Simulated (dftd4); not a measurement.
C7H8O, charge -1, doublet, at a GFN2-xTB geometry (a state made from the parent by changing its charge; the spin is typed, not shown lowest); D4 for blyp run with dftd4.

dftd4 was given this input:
```
$ dftd4 mol.xyz --func blyp --charge -1 --json dftd4.json --noedisp

# file mol.xyz
16

C     -2.85244637     0.12104586     0.40364234
C     -1.35653744     0.04384248     0.19780971
C     -0.51317418     0.69714256     1.07399337
C      0.92427427     0.64301766     0.86077453
C      1.40476273    -0.06894844    -0.22366714
O      2.79780312    -0.12966404    -0.44173020
C      0.57900027    -0.72601675    -1.10521236
C     -0.85612172    -0.66557300    -0.88207204
H     -3.33705407    -0.81257766     0.11131366
H     -3.09489473     0.32359776     1.44835031
H     -3.28751045     0.92314510    -0.20134839
H     -0.89948791     1.25305374     1.92222612
H      1.59857798     1.15407491     1.54432546
H      3.19369358     0.38431560     0.27066129
H      0.98402782    -1.27492021    -1.94397149
H     -1.51832279    -1.18043904    -1.56932591
```

What does dftd4 print? Leave out banner, timings and long lists.


```
                    ____  _____ _____     ____  _  _
      -------------|  _ \|  ___|_   _|---|  _ \| || |------------
     |             | | | | |_    | | ___ | | | | || |_           |
     |             | |_| |  _|   | ||___|| |_| |__   _|          |
     |             |____/|_|     |_|     |____/   |_|            |
     |             ===================================           |
     |            E. Caldeweyher, S. Ehlert & S. Grimme          |
     |          Mulliken Center for Theoretical Chemistry        |
     |                    University of Bonn                     |
      -----------------------------------------------------------

Rational (Becke-Johnson) damping: blyp-D4-ATM
---------------------
  s6         1.0000
  s8         2.3408
  s9         1.0000
  a1         0.4449
  a2         4.0933
 alp        16.0000
--------------------

Dispersion energy:      -3.7485229640841E-02 Eh

[Info] JSON dump of results written to 'dftd4.json'
```
